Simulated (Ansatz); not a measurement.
A made-up structure of MgAlBH4O, singlet:

B1  (-1.041, 2.748, -0.501)
Mg2  (-0.250, 0.656, -0.121)
O3  (0.380, -1.007, 0.182)
Al4  (0.965, -2.546, 0.465)
H5  (1.906, -3.725, 0.658)
H6  (-1.823, 3.005, -1.376)
H7  (2.024, -3.190, -0.532)
H8  (0.462, -3.367, 1.731)
(Å)

It is relaxed with PBE-D4/def2-SVP and then PBE0-D4/def2-TZVP (Ansatz 0.2.0). Atoms count as bonded within 1.22 times the sum of their covalent radii (H–H: 0.88 Å). The end point is not checked to be a true minimum.

Does its bonding change? (A judgement: the text doesn't fix the answer.)

Computed: Yes. Formed: B1–O3, Mg2–H7; broken: Mg2–O3, Al4–H7.

Where it ends: The first stage lowers the energy by 1.69 eV in 14 steps. It ends as MgAlBH₄O ([MgH][BH][O][AlH2]):
B1  (-0.097, -0.008, -0.343)
Mg2  (0.370, -0.430, -2.580)
O3  (0.228, -0.860, 0.642)
Al4  (0.580, -1.839, 1.967)
H5  (1.984, -1.642, 2.658)
H6  (-0.659, 1.011, 0.019)
H7  (0.718, -0.746, -4.237)
H8  (-0.501, -2.912, 2.378)
(Å)

Labels in which every atom is bracketed show which atoms are joined, not bond orders.

For scale, one of the runs: PBE0-D4/def2-TZVP relaxation, 155 basis functions, launched by `ansatz run in.yaml --threads 2 --pin off --events-out ev --progress --plain --max-ram 4352MiB`. Hardware: 2 CPU threads of an AMD EPYC 9R45, shared host. Wall time about 2.6 min.
